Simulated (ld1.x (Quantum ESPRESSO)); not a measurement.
Transferability test, PAW potential for copper (Cu)

| Property | Result |
| --- | --- |
| Element | Cu |
| Generator | ld1.x (Quantum ESPRESSO) 7.5 |
| Type | PAW |
| Functional | LDA (PZ) |
| Relativity | fully relativistic |
| Frozen core | [Ne] |
| Valence charge | 19 |
| Reference configuration | 3s2 3p6 3d10 4s0.75 4p0 (charge +0.25) |
| Partial waves | 3s (bound): rcut 1.35, rcutus 1.55 bohr; 4s (bound): rcut 1.35, rcutus 1.55 bohr; 3p (bound): rcut 1.05, rcutus 1.66 bohr; 4p (bound, empty): rcut 1.05, rcutus 1.66 bohr; 3d (bound): rcut 0.70, rcutus 0.80 bohr; 3d channel at 0.75 Ry: rcut 0.70, rcutus 0.80 bohr |
| Local potential | all-electron potential smoothed inside 1.05 bohr (lloc = -1) |
| Core correction | Bessel-smoothed model core inside 0.40 bohr |
| Augmentation charge | BESSEL, radius 0.65 bohr |

Open shells are filled in proportion to 2j + 1 (rel_dist='average').

Energies are relative to the spin-unpolarised reference configuration 3s2 3p6 3d10 4s0.75 4p0; without spin polarisation the order of configurations can differ from experiment.

| valence configuration | charge | ΔE all-electron (eV) | error AE − PS (meV) |
| --- | --- | --- | --- |
| 3s2 3p6 3d10 4s1 4p0 | 0 | -1.430 | +0.2 |
| 3s2 3p6 3d10 4s0 4p1 | 0 | 2.826 | -0.2 |
| 3s2 3p6 3d8 4s0 4p0 | +3 | 68.056 | +6.8 |
| 3s2 3p6 3d10 4s0.5 4p0 | +0.5 | 1.872 | 0.0 |
| 3s2 3p6 3d9 4s2 4p0 | 0 | 0.574 | +6.8 |

(1) What are ΔE and the potential's error for 3s2 3p6 3d10 4s0 4p0?

(2) What are ΔE and the potential's error for 3s2 3p6 3d9 4s0 4p0?

Levels in the configuration 3s2 3p6 3d10 4s1 4p0:

```csv
level,all-electron (eV),pseudo (eV)
3s j=1/2,-114.121,-114.119
3p j=1/2,-73.759,-73.756
3p j=3/2,-71.164,-71.161
3d j=3/2,-5.489,-5.489
3d j=5/2,-5.218,-5.218
4s j=1/2,-4.865,-4.866
```

The ghost test of this file was not conclusive.

## Answers

(1) ΔE = 7.005 eV all-electron; the error (AE − PS) is +0.1 meV.

(2) ΔE = 28.692 eV all-electron; the error (AE − PS) is +1.5 meV.
